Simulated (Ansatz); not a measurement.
The same path of C2H4BCl (8 atoms, charge 0, multiplicity 1) was run twice with different band settings. Lost on the way: B1–H5. Made: C2–H5.

Level of theory: Ansatz, RKS PBE0-D4/def2-mTZVP.

Relaxed end points:

```xyz
8
Properties=species:S:1:pos:R:3
B -0.571 1.091 -1.118
C 0.142 0.029 -0.596
C 0.284 -0.368 0.824
Cl -0.527 -1.969 1.180
H -1.158 1.992 -1.588
H 0.671 -0.600 -1.315
H -0.165 0.345 1.510
H 1.325 -0.520 1.103
```

```xyz
8
Properties=species:S:1:pos:R:3
B -1.553 0.434 -1.095
C -0.057 0.312 -0.701
C 0.209 -0.162 0.716
Cl -0.379 -1.852 0.948
H 0.368 1.322 -0.838
H 0.448 -0.338 -1.431
H -0.308 0.452 1.452
H 1.271 -0.168 0.950
```

Common settings: spring 5.0 eV/Å²; optimiser quadratic models (default); start path through a guess of the saddle point; force threshold 0.05 eV/Å; iteration limit 60; end points relaxed.

| run | movable images | climbing image |
| --- | --- | --- |
| 1 | 7 | yes |
| 2 | 6 | no |

(1) What does each run give, and how far can it be trusted?

Results:

(1) Run 1: converged after 16 iterations, highest image 2.346 eV above the first end. A vibrational analysis at the climbing image gives one clearly imaginary mode, 1252i cm⁻¹: a first-order saddle point.
Run 2: converged after 15 iterations, highest image 2.266 eV above the first end. No image climbed, so the highest image needn't sit at the top of the path.
The orbitals stay closed-shell, which can raise the energy where a bond breaks towards radicals; this wasn't checked here.
